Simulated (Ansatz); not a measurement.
## RbLi (SMILES [Li][Rb]): the vertical ionisation energy from total energies

RbLi: 2 atoms, total charge 0, spin state singlet. As SMILES, `[Li][Rb]`. The shape comes from GFN2-xTB, which is rough for such elements, and wasn't checked as a minimum.

```xyz
2

Li    0.0000    0.0000    0.0000
Rb    0.0000    0.0000    3.1504
```

Both states at this one shape; open shells run unrestricted unless said. 1 Eh = 27.2114 eV.

| level | program | singlet RbLi (Eh) | doublet RbLi+ (Eh) |
| --- | --- | --- | --- |
| BLYP/STO-3G | Ansatz | -2916.396898 | -2916.286514 |
| r2SCAN0/STO-3G | Ansatz | -2916.649481 | -2916.552449 |

Task: Work out the vertical ionisation energy at each level.

Result: 
1. BLYP/STO-3G: -2916.286514 − (-2916.396898) = 0.110384 Eh = 3.00 eV.
2. r2SCAN0/STO-3G: -2916.552449 − (-2916.649481) = 0.097032 Eh = 2.64 eV.

No measured value is set beside it here; the levels span 2.64 to 3.00 eV. Spin-orbit coupling, which splits open shells on such heavy atoms by tenths of an eV, is left out. Minimal sets are far from the basis-set limit. All-electron rows are non-relativistic unless named.
